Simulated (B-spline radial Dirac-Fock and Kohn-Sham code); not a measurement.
**Total and shell-resolved photoionisation of Nb³⁹⁺**

System: niobium as Nb³⁹⁺, configuration 1s2.

Input of the calculation (task.json; shells as n, l, electrons):

```json
{"items": [{
  "Z": 41,
  "q": 39,
  "cfg": [[1, 0, 2]],
  "A": 93,
  "rrms": 4.324,
  "do": ["binding", "quiet", "photo"],
  "hv": [47.9, 60, 537.0, 1600.0, 2990.0, 4000, 5414.7, 15000, 17479.3, 29000.0, 30000, 35600.0, 39000.0, 65100.0, 100000, 200000]
}]}
```

Command: `python xray_run.py task.json out`

Level of theory: Dirac-Hartree-Slater photoionisation with all multipoles and Dirac-Fock thresholds; a radial B-spline solver.

Computed thresholds (eV): K 22646.1.

```csv
photon energy (eV),total (b),K (%)
29000,3847,100.0
30000,3514,100.0
35600,2211,100.0
39000,1722,100.0
65100,406.4,100.0
100000,116.6,100.0
200000,15.09,100.0
```

Question: With what power of the photon energy does the total fall between 100000 and 200000 eV?

Answer: As E^-2.95. The non-relativistic Born limit for an s electron far above threshold is E^-3.5; near threshold and at relativistic energies the fall is slower.
